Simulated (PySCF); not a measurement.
# H2Ga, SMILES `[GaH2]` (charge 0, multiplicity 2)

All values below come from PBE0-D4/def2-TZVP (PySCF 2.14.0).

```json
{
  "highest_occupied_spin_orbital": "-5.60 eV",
  "dipole_moment": "0.25 D",
  "total_energy": "-1925.7307 Ha",
  "cost": "about 25 core-seconds (a rough figure)"
}
```

```xyz
3

Ga    -0.0240     0.5264     0.0000
H      1.3937    -0.2001     0.0000
H     -1.3697    -0.3262     0.0000
```
Charge 0, spin multiplicity 2.
